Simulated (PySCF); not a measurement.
Isomers of C3H9FOSi2.

All values: PBE0/pcSseg-1 (PySCF) at GFN2-xTB geometries, gas phase, one conformer each.

(1) Rank by the lowest Hirshfeld charge on any atom, lowest value first.
A. `[CH3:1][O:2]/[C:3]([SiH3:4])=[CH:5]\[SiH2:6][F:7]` with C1–O2–C3–Si4 179°, C3–C5–Si6–F7 178°
B. `[F:1][CH2:2][C@@H:3]1[CH2:4][SiH2:5][O:6][SiH2:7]1` with F1–C2–C3–C4 180°, C2–C3–C4–Si5 -157°, C3–C4–Si5–O6 24°, C4–Si5–O6–Si7 -7°, Si5–O6–Si7–C3 -9°
C. `[CH3:1][O:2][C@@H:3]1[SiH2:4][CH2:5][Si@@H:6]1[F:7]` with C1–O2–C3–Si4 176°, O2–C3–Si4–C5 -129°, C3–Si4–C5–Si6 8°, Si4–C5–Si6–F7 104°, O2–C3–Si6–C5 124°
D. `[OH:1][Si@@H:2]1[CH2:3][SiH2:4][C@H:5]([F:6])[CH2:7]1` with H–O1–Si2–C3 70°, O1–Si2–C3–Si4 -97°, Si2–C3–Si4–C5 1°, C3–Si4–C5–F6 87°, Si4–C5–C7–Si2 45°
E. `[F:1]/[CH:2]=[CH:3]/[O:4][SiH2:5][CH2:6][SiH3:7]` with C2–C3–O4–Si5 5°, C3–O4–Si5–C6 59°, O4–Si5–C6–Si7 40°

(2) Rank by the lowest IAO charge on any atom, highest value first.
A. `[F:1][CH2:2][C@@H:3]1[CH2:4][SiH2:5][O:6][SiH2:7]1` with F1–C2–C3–C4 180°, C2–C3–C4–Si5 -157°, C3–C4–Si5–O6 24°, C4–Si5–O6–Si7 -7°, Si5–O6–Si7–C3 -9°
B. `[OH:1][Si@@H:2]1[CH2:3][SiH2:4][C@H:5]([F:6])[CH2:7]1` with H–O1–Si2–C3 70°, O1–Si2–C3–Si4 -97°, Si2–C3–Si4–C5 1°, C3–Si4–C5–F6 87°, Si4–C5–C7–Si2 45°
C. `[CH3:1][O:2]/[C:3]([SiH3:4])=[CH:5]\[SiH2:6][F:7]` with C1–O2–C3–Si4 179°, C3–C5–Si6–F7 178°
D. `[F:1]/[CH:2]=[CH:3]/[O:4][SiH2:5][CH2:6][SiH3:7]` with C2–C3–O4–Si5 5°, C3–O4–Si5–C6 59°, O4–Si5–C6–Si7 40°

(3) Rank by HOMO–LUMO gap, lowest first.
A. `[OH:1][Si@@H:2]1[CH2:3][SiH2:4][C@H:5]([F:6])[CH2:7]1` with H–O1–Si2–C3 70°, O1–Si2–C3–Si4 -97°, Si2–C3–Si4–C5 1°, C3–Si4–C5–F6 87°, Si4–C5–C7–Si2 45°
B. `[CH3:1][O:2][C@@H:3]1[SiH2:4][CH2:5][Si@@H:6]1[F:7]` with C1–O2–C3–Si4 176°, O2–C3–Si4–C5 -129°, C3–Si4–C5–Si6 8°, Si4–C5–Si6–F7 104°, O2–C3–Si6–C5 124°
C. `[F:1]/[CH:2]=[CH:3]/[O:4][SiH2:5][CH2:6][SiH3:7]` with C2–C3–O4–Si5 5°, C3–O4–Si5–C6 59°, O4–Si5–C6–Si7 40°

## Answers

(1) B (-0.320 e), D (-0.309 e), C (-0.260 e), E (-0.249 e), A (-0.213 e).

(2) C (-0.570 e), D (-0.850 e), B (-0.867 e), A (-0.893 e).

(3) B (6.71 eV), C (7.11 eV), A (8.57 eV).

All values together:

```json
{"SMILES": "F/C=C/O[SiH2]C[SiH3]", "μ (D)": "2.06", "HOMO (eV)": "-6.82", "LUMO (eV)": "0.28", "lowest IAO charge (e)": "-0.850 (C)", "highest IAO charge (e)": "+0.992 (Si)", "lowest Hirshfeld charge (e)": "-0.249 (C)", "highest Hirshfeld charge (e)": "+0.405 (Si)"}
{"SMILES": "O[Si@@H]1C[SiH2][C@H](F)C1", "μ (D)": "1.88", "HOMO (eV)": "-7.95", "LUMO (eV)": "0.63", "lowest IAO charge (e)": "-0.867 (C)", "highest IAO charge (e)": "+1.146 (Si)", "lowest Hirshfeld charge (e)": "-0.309 (O)", "highest Hirshfeld charge (e)": "+0.422 (Si)"}
{"SMILES": "FC[C@@H]1C[SiH2]O[SiH2]1", "μ (D)": "2.27", "HOMO (eV)": "-8.21", "LUMO (eV)": "0.30", "lowest IAO charge (e)": "-0.893 (O)", "highest IAO charge (e)": "+1.004 (Si)", "lowest Hirshfeld charge (e)": "-0.320 (O)", "highest Hirshfeld charge (e)": "+0.413 (Si)"}
{"SMILES": "CO[C@@H]1[SiH2]C[Si@@H]1F", "μ (D)": "2.11", "HOMO (eV)": "-6.89", "LUMO (eV)": "-0.18", "lowest IAO charge (e)": "-0.858 (C)", "highest IAO charge (e)": "+1.173 (Si)", "lowest Hirshfeld charge (e)": "-0.260 (C)", "highest Hirshfeld charge (e)": "+0.431 (Si)"}
{"SMILES": "CO/C([SiH3])=C\\[SiH2]F", "μ (D)": "2.39", "HOMO (eV)": "-7.20", "LUMO (eV)": "-0.57", "lowest IAO charge (e)": "-0.570 (C)", "highest IAO charge (e)": "+1.078 (Si)", "lowest Hirshfeld charge (e)": "-0.213 (F)", "highest Hirshfeld charge (e)": "+0.404 (Si)"}
```

Conformers: `[F:1]/[CH:2]=[CH:3]/[O:4][SiH2:5][CH2:6][SiH3:7]` with C2–C3–O4–Si5 5°, C3–O4–Si5–C6 59°, O4–Si5–C6–Si7 40°; `[OH:1][Si@@H:2]1[CH2:3][SiH2:4][C@H:5]([F:6])[CH2:7]1` with H–O1–Si2–C3 70°, O1–Si2–C3–Si4 -97°, Si2–C3–Si4–C5 1°, C3–Si4–C5–F6 87°, Si4–C5–C7–Si2 45°; `[F:1][CH2:2][C@@H:3]1[CH2:4][SiH2:5][O:6][SiH2:7]1` with F1–C2–C3–C4 180°, C2–C3–C4–Si5 -157°, C3–C4–Si5–O6 24°, C4–Si5–O6–Si7 -7°, Si5–O6–Si7–C3 -9°; `[CH3:1][O:2][C@@H:3]1[SiH2:4][CH2:5][Si@@H:6]1[F:7]` with C1–O2–C3–Si4 176°, O2–C3–Si4–C5 -129°, C3–Si4–C5–Si6 8°, Si4–C5–Si6–F7 104°, O2–C3–Si6–C5 124°; `[CH3:1][O:2]/[C:3]([SiH3:4])=[CH:5]\[SiH2:6][F:7]` with C1–O2–C3–Si4 179°, C3–C5–Si6–F7 178°.
